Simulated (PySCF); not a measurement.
An unknown gives this computed stick spectrum. Theory: TDDFT CAM-B3LYP/def2-SVPD, vertical, gas phase, core orbitals frozen in the response in PySCF. Geometries: GFN2-xTB, one conformer each.

```tsv
state	E (eV)	λ (nm)	f
S1	5.55	223.5	0.063
S2	6.37	194.7	0.0001
S3	6.43	192.7	0.039
S4	6.79	182.7	0.0003
S5	7.03	176.4	0.0009
S6	7.07	175.4	0.0039
S7	7.20	172.3	0.031
S8	7.30	169.8	0.010
```

Question: Which candidate is it? All have the formula C7H10Si.
A. `[SiH3]C[C@@]12C=C[C@H]3[C@@H]1[C@H]32`
B. `C=C(C)C1=CC=C[SiH2]1`
C. `C=CCC1=CC=C[SiH2]1`

Answer: A. Its S1, at 5.55 eV, is the highest among the candidates; the nearest of the others has S1 at 4.24 eV. S1 is HOMO→LUMO (86%), HOMO→LUMO+1 (10%). Löwdin shares by element: HOMO carbon 76% or more (atoms not listed hold the other 24%); LUMO carbon 52% or more, silicon 8% (atoms not listed hold the other 40%). At the same level the other candidates give, for their lowest levels:
- `C=C(C)C1=CC=C[SiH2]1`: 3.86 eV (f 0.191); 5.37 eV (f 0.000); 5.91 eV (f 0.003); 5.94 eV (f 0.000); 5.99 eV (f 0.027); T1 2.18 eV; HOMO -7.29, LUMO -0.70 eV
- `C=CCC1=CC=C[SiH2]1`: 4.24 eV (f 0.104); 5.54 eV (f 0.002); 6.04 eV (f 0.018); 6.12 eV (f 0.002); 6.30 eV (f 0.008); T1 2.58 eV; HOMO -7.67, LUMO -0.32 eV
Triplets come from the Tamm–Dancoff approximation.
